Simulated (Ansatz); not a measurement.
Compare A (`C[O][SbH][CH3]`) with its isomer B (`CO[CH2][SbH2]`).

Isolated molecules relaxed with PBE0-D4/def2-TZVP in Ansatz; ΔE leaves out vibrations. CCSD(T)/CBS adds triple-zeta CCSD(T) − MP2 to the extrapolated MP2 energy (def2 sets, frozen cores). Functionals use def2-TZVPP. B3LYP here is the variant with VWN-RPA as its local correlation; programs differ in this. Elements past krypton have def2 core potentials. For Sb outer-core shells are correlated without core-valence functions, which leaves a few kJ/mol of doubt a bond. Each species was taken in one conformer, which may not be the lowest.

A:

Z-matrix (Å, degrees):
```
C
O 1 1.404
H 1 1.099 2 112.4
H 1 1.094 2 107.9 3 -118.7
H 1 1.099 2 112.8 3 122.3
Sb 2 1.976 1 117.7 3 -70.7
C 6 2.151 2 95.7 1 101.8
H 6 1.713 2 91.6 1 -165.1
H 7 1.092 6 109.8 2 156.5
H 7 1.090 6 109.8 2 -83.6
H 7 1.090 6 108.5 2 36.6
```

B:

```xyz
11

C    -1.2166   -0.3644   -1.3852
O    -0.1087   -0.7148   -0.5975
C     0.0574    0.1416    0.4992
Sb    1.8053   -0.5625    1.5843
H    -1.2738   -1.0773   -2.2084
H    -2.1487   -0.4101   -0.8053
H    -1.1111    0.6495   -1.7945
H     0.2025    1.1820    0.1833
H    -0.8084    0.1044    1.1757
H     2.9012    0.3365    0.6272
H     1.7011    0.7151    2.7212
```

Which is lower in electronic energy at CCSD(T)/CBS, and by how much? (Best estimate.)

The calculation gave: A, by 97.5 kJ/mol.

Give E(B) − E(A) in kJ/mol with B2PLYP, HF/def2-TZVPP, PBE-D4, B3LYP, MP2/def2-TZVPP, ωB97M-V, CCSD/def2-TZVPP. (Best estimate.)

Computed: B2PLYP 93.5, HF/def2-TZVPP 85.6, PBE-D4 88.2, B3LYP 90.3, MP2/def2-TZVPP 95.8, ωB97M-V 89.6, CCSD/def2-TZVPP 86.8. None reverses the order clearly.

Largest T1 diagnostic: 0.013.
